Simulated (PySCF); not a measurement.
Computed shifts of a molecule C3H7ClSi, PySCF with PBE/pcSseg-1, GIAO, gas phase, atoms alike by connectivity averaged where their shifts nearly agree, in ppm (number of nuclei): ¹³C: 148.9 (1), 134.7 (1), -3.2 (1). ²⁹Si: -41.8 (1). ¹H: 6.84 (1), 6.50 (1), 4.87 (1), 4.58 (1), 0.59 (3). References: ¹³C against TMS (σ = 182.0 ppm); ²⁹Si against TMS (σ = 335.4 ppm); ³⁵Cl against HCl (σ = 936.5 ppm); ¹H against TMS (σ = 31.49 ppm), references at their B3LYP-D3(BJ)/def2-TZVP geometries, non-relativistic (without spin–orbit terms, shifts of atoms bonded to Cl or Br come out too high). The structure is a stationary point at r2SCAN-D4/def2-SVP. Other conformers were not sampled.

Problem. Identify the compound among the candidates.
A. [SiH3]C/C=C\Cl
B. C=C[Si@H](C)Cl
C. C[SiH2]/C=C/Cl
D. Cl[SiH]1CCC1

Solution. C, C[SiH2]/C=C/Cl
